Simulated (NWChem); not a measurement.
# MgO; SMILES [Mg]=[O]

Results from NWChem. Coordinates come from a PBE-D3(BJ)/def2-SVP optimisation.

For level BHandHLYP/def2-TZVP:

```
Property                     Value
---------------------------  -----
highest occupied level (eV)  -7.47
orbital gap (eV)              4.49
dipole (D)                    8.01
```

**Question.** How do the values read with level revPBE/def2-TZVP instead?

**Answer.** The highest occupied level (eV) comes out as -4.70 and the orbital gap (eV) comes out as 0.46. The dipole (D) is 6.98.
